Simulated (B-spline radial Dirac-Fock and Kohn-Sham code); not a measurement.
# S⁺ in Watson spheres of different radius

Method: ΔSCF Dirac-Fock with Breit, self-energy and vacuum polarisation, finite nucleus, configuration average. Computed with a radial finite-basis atomic code. The ion, [Ne] 3s2 3p3, sits in a hollow sphere of charge Q = -1, a simple model of the Madelung potential. Inside the sphere an electron's potential energy is raised by the constant 14.40·|Q|/R eV, so binding energies fall by about that much as long as the orbitals stay inside.

| radius (Å) | 14.40 |Q|/R (eV) | 1s (eV) | 2s (eV) | 2p3/2 (eV) | 3s (eV) | 3p (eV) |
| --- | --- | --- | --- | --- | --- | --- |
| 2 | 7.20 | 2486.8 | 243.8 | 177.7 | 26.08 | 14.17 |
| 2.7 | 5.33 | 2488.6 | 245.6 | 179.5 | 27.90 | 15.99 |

From the smallest to the largest radius 1s moves by +1.8 eV, while the constant potential alone would give +1.9 eV; the difference comes from charge outside the sphere and its screening.
